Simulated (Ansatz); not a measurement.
C$_{2}$H$_{6}$Al$_{2}$ (`C[CH]1[AlH][AlH]1`). Charge 0, multiplicity 1. Geometry: relaxed with PBE0-D4/def2-TZVP.

```xyz
10

C    -1.194   -0.829   -0.034
C     0.041    0.022    0.155
Al    0.546    1.910    0.052
Al    1.967   -0.037   -0.272
H    -1.542   -0.754   -1.068
H    -1.012   -1.891    0.162
H    -2.026   -0.513    0.602
H     0.432   -0.026    1.224
H    -0.212    3.301   -0.142
H     3.001   -1.183   -0.681
```

(1) What is the dipole moment at B3LYP/def2-TZVPP? (Best estimate.)

(2) And with PBE, r2SCAN, ωB97M-V? (An estimate is asked.)

(3) Give the Mulliken charges with B3LYP, PBE, ωB97M-V in def2-TZVPP. (Best estimate.)

## Answers

(1) Computed: 0.45 D, with components (-0.33, -0.28, 0.15) D in this frame, pointing from negative to positive charge.

(2) The calculation gave: PBE 0.69 D, r2SCAN 0.66 D, ωB97M-V 0.36 D.

(3) Ansatz gave: 
```
atom  B3LYP    PBE  ωB97M-V
  C1  -0.23  -0.24    -0.29
  C2  -0.31  -0.31    -0.42
 Al3   0.20   0.17     0.21
 Al4   0.20   0.17     0.20
  H5   0.08   0.08     0.10
  H6   0.08   0.08     0.11
  H7   0.08   0.09     0.11
  H8   0.12   0.14     0.16
  H9  -0.11  -0.09    -0.09
 H10  -0.11  -0.09    -0.08
```

B3LYP here is the variant with VWN-RPA as its local correlation; programs differ in this.
